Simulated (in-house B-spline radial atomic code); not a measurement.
# Ionising the osmium ion Os³⁺ with different functionals

Computed with a B-spline radial code for spherical atoms: four-component Dirac-Coulomb Hamiltonian, Fermi nucleus of rms radius 5.4126 fm, spin-restricted, spherical fractional occupations for the functionals, and exact exchange of hybrids averaged over the configuration. The ionisation energy is the difference of two self-consistent energies, [Xe] 4f14 5d5 → [Xe] 4f14 5d4, without Breit or QED terms; ε is the level of the shell that loses the electron (mean over j). The electron is taken from both j subshells in proportion to 2j + 1, so the result is a j average, not the step between ground levels.

| method | rung | ΔSCF (eV) | -ε(5d) (eV) |
| --- | --- | --- | --- |
| B97-1 | global hybrid | ? | ? |
| BHandHLYP | global hybrid | ? | ? |
| B3LYP | global hybrid | 41.49 | 36.46 |
| CAM-B3LYP | range-separated hybrid | 41.44 | 38.26 |

**Question.** What does B97-1 give?

**Answer.** ΔSCF 41.35 eV, and -ε(5d) = 36.39 eV.

**Question.** What does BHandHLYP give?

**Answer.** ΔSCF 41.22 eV, and -ε(5d) = 38.39 eV.

**Question.** Among the functionals, which spreads more, the ΔSCF values or the orbital energies?

**Answer.** The orbital energies: ΔSCF values span about 0.27 eV and the orbital energies 2.00 eV; here energy differences depend much less on the functional than eigenvalues do.

**Question.** How do they compare with the NIST value?

**Answer.** NIST lists 41 eV ± 1.7 (tabulated theory, ground level to ground level). Errors run from +0.22 to +0.49 eV; all lie within about twice that uncertainty, so the table can't rank the methods.
